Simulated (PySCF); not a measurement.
State search for BTe

Unrestricted PBE0; basis B def2-TZVPP, Te def2-TZVPP with ECP28; scalar-relativistic core potentials; PySCF 2.14. Outer shells of the fragments: B 2s2 2p1; Te 4d10 5s2 5p4.

Followed along the bond (rough minima from three points):

| 2Ms+1 | unpaired | ⟨S²⟩ at the start | R at minimum (Å) | Te (eV) |
| --- | --- | --- | --- | --- |
| 2 | σ ↑ | 0.78 | 1.95 | 0.00 |
| 2 | π ↑ | 0.75 | 2.21 | 1.21 |
| 4 | σ ↑, π ↑↑ | 3.76 | 2.14 | 2.42 |

Solutions found at the starting distance of 2.135 Å, counted from the lowest of them; the search is not exhaustive and high or unbound solutions are not listed, so other states can lie among these:

```tsv
2Ms+1	unpaired	term	E (eV)	⟨S²⟩	⟨Lz²⟩	μ (D)
2	σ ↑	²Σ⁺	0.00	0.78	0.00	-0.26
2	π ↑	²Π	0.92	0.75	1.01	2.13
4	σ ↑, π ↑↑	mixed	2.09	3.76	2.01	1.05
4	σ ↑, π ↑↑	mixed	2.43	3.76	2.01	0.78
2	σ ↑, π ↑↓	mixed	2.59	1.76	2.01	0.66
2	σ ↑, π ↑↓	mixed	3.05	1.77	2.02	1.25
2	π ↑	²Π	3.32	0.89	1.01	-0.88
4	π ↑↑↑	⁴Π	4.30	3.77	1.01	4.75
4	σ ↑↑, π ↑	⁴Π	5.44	3.84	1.01	0.61
4	σ ↑↑, π ↑	⁴Π	5.65	3.76	1.02	-1.95
4	σ ↑↑↑	⁴Σ⁺	8.81	4.03	0.00	-1.74
```

A term symbol is given only where ⟨S²⟩ and ⟨Lz²⟩ are close to those of a pure state; real π, δ and φ orbitals otherwise mix terms. A positive dipole means B(−)Te(+).

Question: Compare the gap between the two lowest followed solutions at the starting distance with the gap between their minima.

Answer: At PBE0 the second solution (doublet, unpaired electrons π ↑) lies +0.92 eV from the first (doublet, unpaired electrons σ ↑) at 2.135 Å and +1.21 eV at the minima; the two curves relax by different amounts, since their minima lie near 2.21 and 1.95 Å.

Spin–orbit coupling is left out. Counting both spins, an empty level lies below a filled one in some of these solutions, because spin and occupation are held.
